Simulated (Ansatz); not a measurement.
Start from `CC[SiH]([SiH3])Cl` and change one atom or group to get `C#C[SiH]([SiH3])Cl`.

Ansatz, PBE0-D4/def2-TZVP geometries, multiplicity 1. Each molecule was computed in one conformer, which needn't be the lowest.

```csv
property,`CC[SiH]([SiH3])Cl`
size of the dipole moment (PBE/def2-TZVPP) / D,1.77
HOMO energy (ωB97M-V/def2-TZVPP) / eV,-9.93
HOMO energy (B3LYP/def2-TZVPP) / eV,-7.68
HOMO–LUMO gap (PBE/def2-TZVPP) / eV,5.66
LUMO energy (B3LYP/def2-TZVPP) / eV,-0.35
HOMO–LUMO gap (B3LYP/def2-TZVPP) / eV,7.33
```

Give the same properties after the change, and the shifts. (Best estimate.)

Ansatz gave: 
```csv
property,`C#C[SiH]([SiH3])Cl`,shift
size of the dipole moment (PBE/def2-TZVPP) / D,1.50,-0.27
HOMO energy (ωB97M-V/def2-TZVPP) / eV,-10.04,-0.11
HOMO energy (B3LYP/def2-TZVPP) / eV,-7.78,-0.10
HOMO–LUMO gap (PBE/def2-TZVPP) / eV,4.95,-0.71
LUMO energy (B3LYP/def2-TZVPP) / eV,-1.17,-0.82
HOMO–LUMO gap (B3LYP/def2-TZVPP) / eV,6.62,-0.71
```

With PBE0 the HOMO falls by 0.11 eV and the LUMO falls by 0.82 eV, so the gap narrows by about 0.71 eV. PBE moves the HOMO by -0.13 eV and ωB97M-V by -0.11 eV. Dipoles are sizes alone; their direction can turn.

B3LYP here is the variant with VWN-RPA as its local correlation; programs differ in this.
